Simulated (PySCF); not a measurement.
SMILES CSCC(=O)O (C3H6O2S), singlet, GFN2-xTB optimised geometry.

```
12

C      1.40    -0.62     0.00
S     -0.41    -0.62     0.00
C     -0.71     1.19     0.00
C     -0.37     1.67     1.38
O      0.75     1.91     1.77
O     -1.44     1.75     2.16
H      1.76     0.02     0.80
H      1.71    -1.64     0.17
H      1.76    -0.27    -0.96
H     -1.76     1.33    -0.22
H     -0.08     1.64    -0.76
H     -1.19     1.99     3.07
```

Density from PBE0/def2-TZVP in PySCF 2.14.0 at that geometry.

Minimum of the electron density along straight lines between bonded atoms, close to the bond critical point (lines longer than 1.1 times the sum of covalent radii, or with two minima, are not listed):

| bond | length / Å | ρ at the minimum / e bohr⁻³ | ∇²ρ there / e bohr⁻⁵ | position (fraction from the first atom) |
|---|---|---|---|---|
| C1–S2 | 1.814 | 0.182 | (withheld) | 0.47 |
| S2–C3 | 1.832 | 0.174 | -0.27 | 0.52 |
| C3–C4 | 1.501 | 0.268 | -0.73 | 0.48 |
| C4–O5 | 1.204 | 0.432 | -0.16 | 0.34 |
| C4–O6 | 1.335 | (withheld) | -0.62 | 0.34 |
| C1–H7 | 1.086 | 0.284 | -1.00 | 0.65 |
| C1–H8 | 1.085 | 0.282 | -0.98 | 0.64 |
| C1–H9 | 1.087 | 0.282 | -0.98 | 0.64 |
| C3–H10 | 1.087 | 0.284 | -1.00 | 0.65 |
| C3–H11 | 1.088 | 0.283 | -0.99 | 0.65 |
| O6–H12 | 0.970 | (withheld) | -2.43 | 0.81 |

### Question
Fill in the missing entries.

### Answer

- C1–S2, ∇²ρ there / e bohr⁻⁵: -0.30
- C4–O6, ρ at the minimum / e bohr⁻³: 0.314
- O6–H12, ρ at the minimum / e bohr⁻³: 0.352
